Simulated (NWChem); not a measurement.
Species: C$_{2}$H$_{6}$OSi; SMILES O=CC[SiH3]

```xyz
10

O     -0.4665     2.1116    -0.2183
C      0.1600     1.2862     0.3912
C      0.8021     0.0805    -0.2172
Si    -0.2492    -1.4904     0.0030
H      0.2802     1.3675     1.5049
H      1.7740    -0.1193     0.2645
H      0.9469     0.2448    -1.2967
H     -1.5448    -1.3444    -0.7205
H     -0.5173    -1.7221     1.4545
H      0.5083    -2.6534    -0.5463
```
Atoms are numbered in this order, from 1.

All runs: NWChem. Pople sets run with spherical d functions. Geometry: optimised at PBE0/def2-SVP.

For level PBE0/STO-3G:

| Quantity | Value |
|---|---|
| highest occupied level (eV) | -4.19 |
| orbital gap (eV) | 7.02 |
| dipole (D) | 1.85 |

Q: What are these values for level PBE0/6-31+G*?

A: 
| Property | Result |
|---|---|
| highest occupied level (eV) | -7.54 |
| orbital gap (eV) | 6.63 |
| dipole (D) | 2.91 |
